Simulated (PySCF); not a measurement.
C5H6O2.
Bonds: C1–C2 (double), C2–O3, O3–C4, C4–O5 (double), C4–C6, C6–C7 (double). Hydrogens: H8, H9 on C1; H10 on C2; H11 on C6; H12, H13 on C7.

Computed with PySCF 2.14.0, PBE0-D3(BJ)/def2-TZVP geometry optimisation, gas phase.

Q: List the bond lengths, angles and torsions at this level.

A: 
| bond | length (Å) |
| --- | --- |
| C1=C2 | 1.321 |
| C2–O3 | 1.370 |
| O3–C4 | 1.359 |
| C4=O5 | 1.200 |
| C4–C6 | 1.474 |
| C6=C7 | 1.326 |
| C1–H8 | 1.083 |
| C1–H9 | 1.081 |
| C2–H10 | 1.082 |
| C6–H11 | 1.083 |
| C7–H12 | 1.084 |
| C7–H13 | 1.083 |

A selection of angles:
| angle | degrees |
| --- | --- |
| C2–C1–H8 | 121.7 |
| C2–C1–H9 | 119.4 |
| H8–C1–H9 | 118.8 |
| C1–C2–O3 | 120.2 |
| C1–C2–H10 | 125.2 |
| O3–C2–H10 | 114.6 |
| C2–O3–C4 | 117.8 |
| O3–C4–O5 | 123.9 |
| O3–C4–C6 | 109.8 |
| O5–C4–C6 | 126.3 |
| C4–C6–C7 | 120.4 |
| C4–C6–H11 | 117.0 |
| C7–C6–H11 | 122.6 |
| C6–C7–H12 | 120.2 |
| C6–C7–H13 | 121.5 |
| H12–C7–H13 | 118.3 |

Dihedral angles: C1–C2–O3–C4 180° (antiperiplanar); C2–O3–C4–O5 0° (synperiplanar); O3–C4–C6–C7 180° (antiperiplanar).

Of the pairs four or more bonds apart, O5···H10 is among the closest relative to their van der Waals radii: 2.27 Å, 84 % of the sum of Bondi's values. The 7 heavy atoms lie in one plane (0.003 Å rms). O3 (ester single-bonded oxygen) is bent (angle 117.8°). The 3 C–O bonds span 1.200 Å (C4=O5, drawn double) to 1.370 Å (C2–O3, drawn single), a spread of 0.170 Å. The C–C distances run from 1.321 Å (C1=C2, drawn double) to 1.474 Å (C4–C6, drawn single), a spread of 0.153 Å.

Point group: Cs (tolerance 0.08 Å). Whether it is a minimum is left open (no frequencies). The numbers are those of one conformer.
